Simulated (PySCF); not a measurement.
## Unknowns

- shieldings: GIAO PBE0/pcSseg-1
- geometry: GFN2-xTB
- code: PySCF 2.14
- a single conformation, non-relativistic Hamiltonian, isolated molecule, equivalent nuclei averaged

Chemical shifts δ = σref − σ; TMS for ¹H (σref 31.72) and ¹³C (σref 186.93), all at this level. Splittings of carbon signals by F and P are missing where no couplings were computed. Where no couplings were computed, multiplicities follow the n + 1 count of equivalent neighbours, and m marks all less simple cases (inequivalent or close neighbours, rings, F or P nearby). Shifts are as computed. Against solution values, carbons near 30 ppm lie about +3 ppm off and those near 130 ppm about +5 ppm. Of 1211 compounds with measured shifts, 218 miss one by over three times the rms of a fit or turn the order of signals round; such compounds aren't used in these exercises.

(1) C$_{7}$H$_{9}$F. ¹H NMR (600 MHz, computed): δ 2.36 (m, 2H), 2.15 (m, 2H), 1.72 (s, 3H), 1.27 (m, 2H). ¹³C{¹H} NMR (computed): δ 94.6, 51.3, 41.2, 16.9, 10.3. Give a structure.

(2) C$_{5}$H$_{7}$ClO$_{3}$Si. ¹H NMR (300 MHz, computed): δ 5.54 (m, 1H), 5.48 (m, 1H), 5.38 (s, 1H), 4.64 (s, 1H), 2.26 (s, 3H). ¹³C{¹H} NMR (computed): δ 174.0, 151.1, 116.7, 80.7, 23.1. Give a structure.

Results:

(1) SMILES [C@]12(C)[C@@H]3C[C@@]1(F)C[C@H]23. Rings plus π bonds: 3 (3 rings in the answer). 5 carbon signals for 7 carbons: some carbons are equivalent by symmetry or fast rotation. Carbon types of the structure: 2 × C, 2 × CH, 2 × CH2, 1 × CH3, which accounts for all hydrogens. δC 94.6: fully substituted sp3 carbon bonded to F; the inductive effect lowers its shielding. δC 51.3, 16.9: three-membered-ring carbon. δC 41.2: sp3 CH2 in a ring; saturated and bonded to C and H only. δH 1.27: hydrogen on a three-membered-ring carbon; cyclopropane-type protons are shielded by the ring.

The shifts were computed for this structure.

(2) `Cl[Si@H]1O[C@@H](C(=C)C)C(=O)O1`. Rings plus π bonds: 3 (1 ring in the answer). 5 carbon signals for 5 carbons: no two carbons are equivalent. Carbon types of the structure: 2 × C, 1 × CH, 1 × CH2, 1 × CH3, leaving 1 H on heteroatoms. δC 174.0: carbonyl carbon. δC 151.1: fully substituted alkene carbon; an sp2 carbon of a C=C bond. δC 116.7: terminal =CH2 carbon; the olefinic region. δC 80.7: sp3 CH bonded to O, α to a carbonyl; pulled downfield by the heteroatom.

The data come from this structure; uniqueness wasn't tested.
